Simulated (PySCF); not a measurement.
C3H7BN2O, singlet, geometry from GFN2-xTB, with bond 10-7 at 1.4 times its length; PySCF with CASSCF(4,5)/STO-3G.

PySCF was given this input:
```python
from pyscf import gto, scf, mcscf
import numpy

mol = gto.M(
    atom='''
B    -0.288151   -0.294550    0.780645
H    -0.478811   -0.765185    1.836787
N     0.983825   -0.440209    0.164190
C     2.110164   -0.759716   -0.008835
O     3.210059   -1.024821   -0.269581
N    -1.278294    0.404698    0.114007
C    -1.111249    1.009507   -1.187970
C    -2.603674    0.612438    0.646824
H    -1.826227    0.586621   -1.900495
H    -1.350420    2.520913   -1.110647
H    -0.102371    0.828423   -1.548630
H    -2.813087    1.682180    0.747344
H    -3.356885    0.180668   -0.019926
H    -2.690412    0.144728    1.623586
''',
    basis='sto-3g',
    charge=0,
    spin=0,
    verbose=4,
)

mf = scf.RHF(mol)
mf.kernel()
mc = mcscf.CASSCF(mf, 5, 4)
mc.kernel()
occ = numpy.linalg.eigvalsh(mc.fcisolver.make_rdm1(mc.ci, mc.ncas, mc.nelecas))[::-1]
ss = mc.fcisolver.spin_square(mc.ci, mc.ncas, mc.nelecas)[0]
print('natural occupations', occ.round(4), ' <S^2>', round(ss, 4))
```

Task: Write the output that PySCF gives for this input, abridged.

Result: 
```
PySCF version 2.14.0

[INPUT] verbose = 4
[INPUT] num. atoms = 14
[INPUT] num. electrons = 52
[INPUT] charge = 0
[INPUT] spin (= nelec alpha-beta = 2S) = 0
[INPUT] symmetry False subgroup None
[INPUT] Mole.unit = angstrom
[INPUT] Symbol           X                Y                Z      unit          X                Y                Z       unit  Magmom
[INPUT]  1 B     -0.288151000000  -0.294550000000   0.780645000000 AA   -0.544526472520  -0.556618829991   1.475205250511 Bohr   0.0
[INPUT]  2 H     -0.478811000000  -0.765185000000   1.836787000000 AA   -0.904821655429  -1.445990084625   3.471024379161 Bohr   0.0
[INPUT]  3 N      0.983825000000  -0.440209000000   0.164190000000 AA    1.859159804500  -0.831874447569   0.310274132392 Bohr   0.0
[INPUT]  4 C      2.110164000000  -0.759716000000  -0.008835000000 AA    3.987632037917  -1.435655172450  -0.016695730311 Bohr   0.0
[INPUT]  5 O      3.210059000000  -1.024821000000  -0.269581000000 AA    6.066132353695  -1.936631016703  -0.509434258386 Bohr   0.0
[INPUT]  6 N     -1.278294000000   0.404698000000   0.114007000000 AA   -2.415625566675   0.764768383159   0.215442006283 Bohr   0.0
[INPUT]  7 C     -1.111249000000   1.009507000000  -1.187970000000 AA   -2.099956266197   1.907691750831  -2.244937944200 Bohr   0.0
[INPUT]  8 C     -2.603674000000   0.612438000000   0.646824000000 AA   -4.920230777651   1.157340088276   1.222320210796 Bohr   0.0
[INPUT]  9 H     -1.826227000000   0.586621000000  -1.900495000000 AA   -3.451068871286   1.108553028918  -3.591415051105 Bohr   0.0
[INPUT] 10 H     -1.350420000000   2.520913000000  -1.110647000000 AA   -2.551923953135   4.763835153856  -2.098818651070 Bohr   0.0
[INPUT] 11 H     -0.102371000000   0.828423000000  -1.548630000000 AA   -0.193453153098   1.565492585291  -2.926486568285 Bohr   0.0
[INPUT] 12 H     -2.813087000000   1.682180000000   0.747344000000 AA   -5.315963994574   3.178859492221   1.412275480837 Bohr   0.0
[INPUT] 13 H     -3.356885000000   0.180668000000  -0.019926000000 AA   -6.343593281661   0.341413039473  -0.037654682758 Bohr   0.0
[INPUT] 14 H     -2.690412000000   0.144728000000   1.623586000000 AA   -5.084141842243   0.273496282556   3.068132879678 Bohr   0.0

nuclear repulsion = 265.203690924055
number of shells = 28
number of NR pGTOs = 126
number of NR cGTOs = 42
basis = sto-3g
ecp = {}

******** <class 'pyscf.scf.hf.RHF'> ********
method = RHF
initial guess = minao
damping factor = 0
level_shift factor = 0
DIIS = <class 'pyscf.scf.diis.CDIIS'>
diis_start_cycle = 1
diis_space = 8
diis_damp = 0
SCF conv_tol = 1e-09
SCF conv_tol_grad = None
SCF max_cycles = 50
direct_scf = True
direct_scf_tol = 1e-13
Set gradient conv threshold to 3.16228e-05
Initial guess from minao.
init E= -323.619254844552
  HOMO = -0.209219824585966  LUMO = 0.14689981127602  gap/eV = 9.69051
cycle= 1 E= -321.823789072364  delta_E=  1.8  |g|= 0.649  |ddm|= 4.92
  HOMO = -0.265262015758486  LUMO = 0.249224005556648  gap/eV = 13.99988
cycle= 2 E= -321.92340097863  delta_E= -0.0996  |g|= 0.345  |ddm|=  1.1
  HOMO = -0.283404975237856  LUMO = 0.264878823325013  gap/eV = 14.91956
cycle= 3 E= -321.953521630929  delta_E= -0.0301  |g|= 0.0771  |ddm|= 0.422
  HOMO = -0.290269128124743  LUMO = 0.263533284255842  gap/eV = 15.06973
cycle= 4 E= -321.955165690758  delta_E= -0.00164  |g|= 0.0319  |ddm|= 0.123
  HOMO = -0.287973071075054  LUMO = 0.266066099791932  gap/eV = 15.07617
cycle= 5 E= -321.955506932755  delta_E= -0.000341  |g|= 0.0038  |ddm|= 0.0471
  HOMO = -0.288389768106086  LUMO = 0.265500466338141  gap/eV = 15.07212
cycle= 6 E= -321.955516489572  delta_E= -9.56e-06  |g|= 0.00166  |ddm|= 0.00765
  HOMO = -0.288650005082222  LUMO = 0.265425459623588  gap/eV = 15.07716
cycle= 7 E= -321.955520297562  delta_E= -3.81e-06  |g|= 0.000781  |ddm|= 0.00595
  HOMO = -0.288601659321801  LUMO = 0.265534288117308  gap/eV = 15.07881
cycle= 8 E= -321.955521375326  delta_E= -1.08e-06  |g|= 0.00032  |ddm|= 0.00372
  HOMO = -0.288618970918605  LUMO = 0.265543492267713  gap/eV = 15.07953
cycle= 9 E= -321.95552156646  delta_E= -1.91e-07  |g|= 8.55e-05  |ddm|= 0.00185
  HOMO = -0.288597464835993  LUMO = 0.265552020355537  gap/eV = 15.07918
cycle= 10 E= -321.95552157755  delta_E= -1.11e-08  |g|= 2.94e-05  |ddm|= 0.000451
  HOMO = -0.288597837159314  LUMO = 0.265553227674585  gap/eV = 15.07922
cycle= 11 E= -321.955521578194  delta_E= -6.44e-10  |g|= 6.06e-06  |ddm|= 9.01e-05
  HOMO = -0.288597839500207  LUMO = 0.265552677041743  gap/eV = 15.07920
Extra cycle  E= -321.955521578216  delta_E= -2.25e-11  |g|= 2.78e-06  |ddm|= 1.18e-05
converged SCF energy = -321.955521578216

******** <class 'pyscf.mcscf.mc1step.CASSCF'> ********
CAS (2e+2e, 5o), ncore = 24, nvir = 13
max_cycle_macro = 50
max_cycle_micro = 4
conv_tol = 1e-07
conv_tol_grad = None
orbital rotation max_stepsize = 0.02
orbital rotation threshold for CI restart = 0.01
augmented hessian ah_max_cycle = 30
augmented hessian ah_conv_tol = 1e-12
augmented hessian ah_linear dependence = 1e-14
augmented hessian ah_level shift = 1e-08
augmented hessian ah_start_tol = 2.5
augmented hessian ah_start_cycle = 3
augmented hessian ah_grad_trust_region = 3
kf_trust_region = 3
kf_interval = 4
ci_response_space = 4
ci_grad_trust_region = 3
with_dep4 0
natorb = False
canonicalization = True
sorting_mo_energy = False
ao2mo_level = 2
internal_rotation = False
******** <class 'pyscf.fci.direct_spin1.FCISolver'> ********
max. cycles = 50
conv_tol = 1e-08
davidson only = False
linear dependence = 1e-12
level shift = 0.001
max iter space = 12
nroots = 1
pspace_size = 400
spin = None
CASCI E = -321.980108702684  S^2 = 0.0000000
Set conv_tol_grad to 0.000316228
macro iter   1 ( 21 JK    4 micro), CASSCF E = -321.997039813806  dE = -1.69311111e-02  S^2 = 0.0000000
               |grad[o]|=0.0443  |grad[c]|=0.0243  |ddm|=0.0273  |maxRot[o]|=0.294
macro iter   2 ( 21 JK    4 micro), CASSCF E = -322.010292002657  dE = -1.32521889e-02  S^2 = 0.0000000
               |grad[o]|=0.0372  |grad[c]|=0.0189  |ddm|=0.0247  |maxRot[o]|=0.225
macro iter   3 ( 21 JK    4 micro), CASSCF E = -322.017991037863  dE = -7.69903521e-03  S^2 = 0.0000000
               |grad[o]|=0.0271  |grad[c]|=0.0187  |ddm|=0.0148  |maxRot[o]|=0.163
macro iter   4 ( 21 JK    4 micro), CASSCF E = -322.020899412516  dE = -2.90837465e-03  S^2 = 0.0000000
               |grad[o]|=0.016  |grad[c]|=0.00778  |ddm|=0.0161  |maxRot[o]|=0.239
macro iter   5 ( 21 JK    4 micro), CASSCF E = -322.022083695317  dE = -1.18428280e-03  S^2 = 0.0000000
               |grad[o]|=0.0103  |grad[c]|=0.00225  |ddm|=0.00636  |maxRot[o]|=0.313
macro iter   6 ( 21 JK    4 micro), CASSCF E = -322.022530908877  dE = -4.47213561e-04  S^2 = 0.0000000
               |grad[o]|=0.0058  |grad[c]|=0.00182  |ddm|=0.00421  |maxRot[o]|=0.313
macro iter   7 ( 17 JK    4 micro), CASSCF E = -322.022702076102  dE = -1.71167224e-04  S^2 = 0.0000000
               |grad[o]|=0.00333  |grad[c]|=0.00235  |ddm|=0.0056  |maxRot[o]|=0.191
macro iter   8 ( 16 JK    4 micro), CASSCF E = -322.022750823171  dE = -4.87470698e-05  S^2 = 0.0000000
               |grad[o]|=0.00112  |grad[c]|=0.000674  |ddm|=0.00292  |maxRot[o]|=0.0208
macro iter   9 ( 19 JK    4 micro), CASSCF E = -322.022799026844  dE = -4.82036729e-05  S^2 = 0.0000000
               |grad[o]|=0.000603  |grad[c]|=0.00163  |ddm|=0.00163  |maxRot[o]|=0.212
macro iter  10 ( 21 JK    4 micro), CASSCF E = -322.023011335789  dE = -2.12308945e-04  S^2 = 0.0000000
               |grad[o]|=0.000544  |grad[c]|=0.00344  |ddm|=0.000637  |maxRot[o]|=0.299
macro iter  11 ( 19 JK    4 micro), CASSCF E = -322.023131845556  dE = -1.20509767e-04  S^2 = 0.0000000
               |grad[o]|=0.00095  |grad[c]|=0.00156  |ddm|=0.00126  |maxRot[o]|=0.261
macro iter  12 ( 16 JK    4 micro), CASSCF E = -322.023137534040  dE = -5.68848407e-06  S^2 = 0.0000000
               |grad[o]|=0.000539  |grad[c]|=0.000205  |ddm|=0.00109  |maxRot[o]|=0.0228
macro iter  13 (  4 JK    1 micro), CASSCF E = -322.023137796306  dE = -2.62265416e-07  S^2 = 0.0000000
               |grad[o]|=9.99e-05  |grad[c]|=0.000391  |ddm|=0.00022  |maxRot[o]|=0.00142
macro iter  14 (  4 JK    1 micro), CASSCF E = -322.023137864409  dE = -6.81036454e-08  S^2 = 0.0000000
               |grad[o]|=8.5e-05  |grad[c]|=0.000191  |ddm|=0.000128  |maxRot[o]|=0.000633
1-step CASSCF converged in  14 macro (242 JK  50 micro) steps
CASSCF canonicalization
Density matrix diagonal elements [1.94497867 1.94504975 0.04680225 0.05465613 0.00851321]
CASSCF energy = -322.023137864409
CASCI E = -322.023137864409  E(CI) = -4.82061949182412  S^2 = 0.0000000
natural occupations [1.9454e+00 1.9453e+00 5.4400e-02 5.4200e-02 7.0000e-04]  <S^2> 0.0
```
